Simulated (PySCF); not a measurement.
Zn(Et)(OH), C2H6OZn, SMILES [CH2](C)[Zn][OH] at its PBE0/def2-SVP optimised geometry (Å):

```
10

Zn     0.6955    -0.6597     0.0000
C     -1.2419    -0.5306     0.0000
C     -1.7944     0.8907    -0.0943
H     -1.6121    -1.0240     0.9156
H     -1.6195    -1.1428    -0.8376
H     -1.4769     1.4004    -1.0182
H     -1.4659     1.5220     0.7470
H     -2.8982     0.9027    -0.0882
O      2.4744    -0.6597     0.0000
H      2.8982    -1.5220    -0.0356
```

Computed with PBE0/def2-TZVP in PySCF. Cells within 0.4 Å of a nucleus heavier than hydrogen are left out (blank, or x).

Map of the electron localisation function on the plane z = 0.0 Å:

```
|000000000000000000000000000|
|000000000000000000000000000|
|000000000000000000000000000|
|000000000000000000000000000|
|000000000000000000000000000|
|000000000000000000000000000|
|000000000000000000000000000|
|000010001221000000000000000|
|000576324553000000000000000|
|004999855764000000000000000|
|00799998xx63000000000000000|
|00799998xx52001100012210000|
|005999976885321110256642000|
|000464348977712311688863000|
|000000025xx6717x518xx862000|
|000000036xx671xx618xx751000|
|000000136656614621778861000|
|000000024433421112479983000|
|000000011111121111259974000|
|000000000000011110036763000|
|000000000000000000002430000|
|000000000000000000000000000|
|000000000000000000000000000|
|000000000000000000000000000|
|000000000000000000000000000|
|000000000000000000000000000|
|000000000000000000000000000|
```
Scale: ten equal steps from 0.000 (start of '0') to 0.999 (end of '9'), in the order '0123456789'; x runs from -5.00 to 5.00, y from -5.00 (bottom) to 5.00 (top).
